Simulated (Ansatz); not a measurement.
K₂F₂⁺. The state is a doublet with charge 1. Geometry PBE0-D4/def2-TZVP, that of the neutral singlet.

```xyz
4

K     1.331   -1.067   -0.352
K    -1.332    1.067    0.353
F    -0.522   -0.147   -1.525
F     0.522    0.147    1.525
```

The structure comes from a short search, and lower isomers may exist.

**Question.** Estimate the α-spin orbital energies around the gap (eV) in Ansatz with PBE-D4/def2-TZVP, r2SCAN-D4/def2-TZVP, PBE0-D4/def2-TZVP.

**Answer.** 
```tsv
orbital	PBE-D4/def2-TZVP	r2SCAN-D4/def2-TZVP	PBE0-D4/def2-TZVP
HOMO−5	-14.66	-15.30	-17.04
HOMO−4	-14.56	-15.22	-16.96
HOMO−3	-13.58	-14.07	-15.82
HOMO−2	-13.51	-14.02	-15.76
HOMO−1	-13.48	-14.00	-15.73
HOMO	-13.43	-13.95	-15.69
LUMO	-4.99	-4.14	-4.36
LUMO+1	-4.19	-3.32	-3.64
LUMO+2	-3.33	-2.63	-2.79
LUMO+3	-2.88	-2.07	-2.31
LUMO+4	-2.69	-1.92	-2.15
LUMO+5	-2.45	-1.64	-1.97
β HOMO	-12.98	-12.81	-13.27
β LUMO	-12.81	-12.62	-11.86
```
